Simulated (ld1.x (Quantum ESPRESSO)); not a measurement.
## Wu–Cohen TM dataset for Hf, fully relativistic all-electron reference.

ld1.x (Quantum ESPRESSO) 7.5 input, shortened:

```
&input
   title='Hf', zed=72., rel=2, dft='WC', iswitch=3,
   config='[Xe] 4f14 5d2 6s2 6p0', rel_dist='average'
 /
 &inputp
   pseudotype=2, tm=.true., lloc=-2, rcloc=2.25,
   nlcc=.true., new_core_ps=.true., rcore=1.05
 /
3
5S  1  0   2.00   0.00  1.40  1.40  0.0
5P  2  1   6.00   0.00  1.75  1.75  0.0
5D  3  2   2.00   0.00  2.50  2.50  0.0
 &test
   configts(1)='5s2 5p6 5d2 6s2 6p0'
 /
```

Open shells are filled in proportion to 2j + 1 (rel_dist='average').

Occupied shells without a wave of their own: 6s. They enter only through the test configuration that unscreens the potential, and ld1.x also counts them in the model core charge.

All-electron outer shells of the reference configuration (Wu–Cohen, scalar-relativistic, ld1.x):

```json
{"shell": "4d", "level (eV)": "-206.57", "outermost node (bohr)": "0.23", "outermost maximum (bohr)": "0.47"}
{"shell": "5s", "level (eV)": "-67.01", "outermost node (bohr)": "0.55", "outermost maximum (bohr)": "1.01"}
{"shell": "5p", "level (eV)": "-35.56", "outermost node (bohr)": "0.60", "outermost maximum (bohr)": "1.16"}
{"shell": "4f", "level (eV)": "-16.82", "outermost node (bohr)": "–", "outermost maximum (bohr)": "0.45"}
{"shell": "6s", "level (eV)": "-5.14", "outermost node (bohr)": "1.37", "outermost maximum (bohr)": "2.89"}
{"shell": "5d", "level (eV)": "-2.71", "outermost node (bohr)": "0.67", "outermost maximum (bohr)": "1.69"}
{"shell": "6p", "level (eV)": "-1.35", "outermost node (bohr)": "1.66", "outermost maximum (bohr)": "4.00"}
```

Calculated quality:

```
Cutoffs needed           : 80 Ry and 140 Ry (the cutoffs (Ry, on a coarse ladder) from which the occupation-weighted sum of valence levels, in a spherical-Bessel basis at the reference potential, stays within 10 and 1 mRy of its value at 400 Ry)
Ghost test               : no extra level below or beside the all-electron valence levels (s, p1/2, p3/2, d3/2, d5/2, f tested) (spherical-Bessel basis up to 400 Ry, 20 bohr box)
Largest excitation error : -447 meV (all-electron minus pseudo) for 5s2 5p6 5d1 6s0 6p0, out of 7 test configurations
```

ld1.x takes every shell without a wave as core, so the model core holds the 6s electrons as well and exchange and correlation see them twice. This cancels in the reference configuration, but the file is broken for other ones, and its errors say nothing about a proper core correction.

Generation and tests took about 2.8 s on one core of a shared server CPU.
